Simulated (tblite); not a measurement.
C3H9ClSSi2.
Structure used (GFN2-xTB), in Å, numbered top down from 1:
```xyz
16
C3H9ClSSi2 angstrom
C     -1.1243    1.1800    1.2941
C     -1.2926   -0.0330    0.7977
C     -1.5415   -0.3282   -0.6408
Si    -0.0746   -1.2353   -1.4595
S      1.6215    0.0875   -1.6850
Si     2.3691    0.5702    0.2649
Cl     2.0980   -0.9292    1.5799
H     -1.1802    2.0589    0.6716
H     -0.9373    1.3460    2.3413
H     -1.2372   -0.8973    1.4469
H     -2.4221   -0.9662   -0.7329
H     -1.7464    0.5983   -1.1800
H      0.3473   -2.3878   -0.6715
H     -0.3678   -1.5715   -2.8450
H      1.6901    1.7521    0.7649
H      3.7904    0.7646    0.0420
```

Calculated harmonic vibrations of the isolated species, GFN2-xTB (tblite), most abundant isotopes, no scaling. Against measured fundamentals such values can be off by several per cent, at times by over 20. Modes of hydrogen on silicon can be 10 to 20 % off. One conformer, not necessarily the lowest.

Harmonic wavenumbers (cm⁻¹): 32.5, 43.0, 77.0, 88.2, 107.1, 151.3, 181.2, 243.7, 403.7, 435.4, 465.9, 477.1, 489.0, 526.8, 573.7, 587.6, 604.0, 668.3, 701.6, 749.8, 763.7, 768.5, 803.0, 889.5, 955.1, 1022.4, 1056.1, 1176.1, 1210.0, 1296.2, 1410.8, 1453.7, 1706.3, 2298.8, 2331.1, 2334.1, 2355.9, 2968.8, 2979.5, 3054.6, 3093.3, 3124.5.

A = 1324, B = 1008, C = 757.6 MHz; mass 167.965 u (most abundant isotopes); point group C1, symmetry number 1.

Problem. What is the zero-point energy?

Solution. Half the sum of the wavenumbers: 23329 cm⁻¹ = 66.70 kcal/mol.

Problem. Give the ideal-gas entropy at 400 K and 1 bar in the rigid-rotor, harmonic-oscillator model (classical rotation).

Solution. Translation 42.75, rotation 31.02, vibration 47.62: S = 121.4 cal/(mol K).

Problem. And Cp and H(400 K) − H(0)?

Solution. Cp = 49.45 cal/(mol K), of which vibrations give 41.50 (their classical limit is 42 R = 83.5); H(400 K) − H(0) = 12.37 kcal/mol without the zero-point energy, 9.19 from vibrations.

Problem. Which modes carry the vibrational entropy at 400 K?

Solution. 32.5 cm⁻¹: 6.25; 43.0 cm⁻¹: 5.70; 77.0 cm⁻¹: 4.54; 88.2 cm⁻¹: 4.28; 107.1 cm⁻¹: 3.90; 151.3 cm⁻¹: 3.22 cal/(mol K); the other 36 give 19.73 together.

Problem. What must be added to the electronic energy to get the Gibbs energy at 400 K and 1 bar?

Solution. ZPE + [H(400 K) − H(0)] − T·S = 66.70 + 12.37 − 48.56 = 30.51 kcal/mol.

Problem. Blend soft modes into free rotors: weight 1/[1 + (100 cm⁻¹/ν̃)⁴] for the oscillator and the rest for a rotor with moment μB/(μ + B), μ = h/(8π²ν), B = 10⁻⁴⁴ kg m². What vibrational entropy results?

Solution. 42.08 cal/(mol K) in place of 47.62, which changes −T·S at 400 K by +2.22 kcal/mol.

Hindered rotation and anharmonicity are outside this model. Other conformers, if any are populated, would add a mixing term that is left out. The structure is chiral; the term R ln 2 for an equal mix with its mirror image is left out.
